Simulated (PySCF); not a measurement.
MoO₂F₂, SMILES [O]=[Mo](=[O])([F])[F], multiplicity 1.

Geometry optimised at B3LYP-D3(BJ)/def2-SVP. The spin state was assumed, not searched. The def2 effective core potentials stand for the cores of Mo; spin–orbit coupling is left out.

These are TDDFT-PBE/def2-SVPD (PySCF) values and carry that method's errors.

Vertical excitations. The molecule is in vacuum. State labels are in the subgroup C2v.

```json
[
 {"state": "S1", "symmetry": "B2", "energy (eV)": "4.54", "λ (nm)": "273", "f": "0.005", "main pairs": "HOMO→LUMO 95 %"},
 {"state": "S2", "symmetry": "B1", "energy (eV)": "4.74", "λ (nm)": "262", "f": "0.000", "main pairs": "HOMO→LUMO+1 98 %"},
 {"state": "S3", "symmetry": "B1", "energy (eV)": "5.42", "λ (nm)": "229", "f": "0.004", "main pairs": "HOMO−1→LUMO 98 %"},
 {"state": "S4", "symmetry": "A2", "energy (eV)": "5.66", "λ (nm)": "219", "f": "0.000", "main pairs": "HOMO→LUMO+2 94 %"},
 {"state": "S5", "symmetry": "A1", "energy (eV)": "5.72", "λ (nm)": "217", "f": "0.003", "main pairs": "HOMO−2→LUMO 86 %"},
 {"state": "S6", "symmetry": "A2", "energy (eV)": "5.74", "λ (nm)": "216", "f": "0.000", "main pairs": "HOMO−3→LUMO 66 %, HOMO−2→LUMO+1 30 %"},
 {"state": "S7", "symmetry": "A2", "energy (eV)": "5.91", "λ (nm)": "210", "f": "0.000", "main pairs": "HOMO−2→LUMO+1 70 %, HOMO−3→LUMO 28 %"},
 {"state": "S8", "symmetry": "B2", "energy (eV)": "6.01", "λ (nm)": "206", "f": "0.002", "main pairs": "HOMO−1→LUMO+1 74 %, HOMO→LUMO+3 13 %"},
 {"state": "S9", "symmetry": "B2", "energy (eV)": "6.32", "λ (nm)": "196", "f": "0.003", "main pairs": "HOMO−4→LUMO 87 %"},
 {"state": "S10", "symmetry": "A1", "energy (eV)": "6.37", "λ (nm)": "195", "f": "0.007", "main pairs": "HOMO−3→LUMO+1 58 %, HOMO−1→LUMO+2 37 %"},
 {"state": "T1", "symmetry": "B2", "energy (eV)": "4.01", "λ (nm)": "309", "f": "0", "main pairs": "HOMO→LUMO 98 %"},
 {"state": "T2", "symmetry": "B1", "energy (eV)": "4.36", "λ (nm)": "285", "f": "0", "main pairs": "HOMO→LUMO+1 97 %"},
 {"state": "T3", "symmetry": "A1", "energy (eV)": "4.98", "λ (nm)": "249", "f": "0", "main pairs": "HOMO−2→LUMO 93 %"},
 {"state": "T4", "symmetry": "B2", "energy (eV)": "5.12", "λ (nm)": "242", "f": "0", "main pairs": "HOMO−1→LUMO+1 95 %"}
]
```
Triplets are in the Tamm–Dancoff approximation, which puts them higher than full response would, so one can lie above its singlet here.
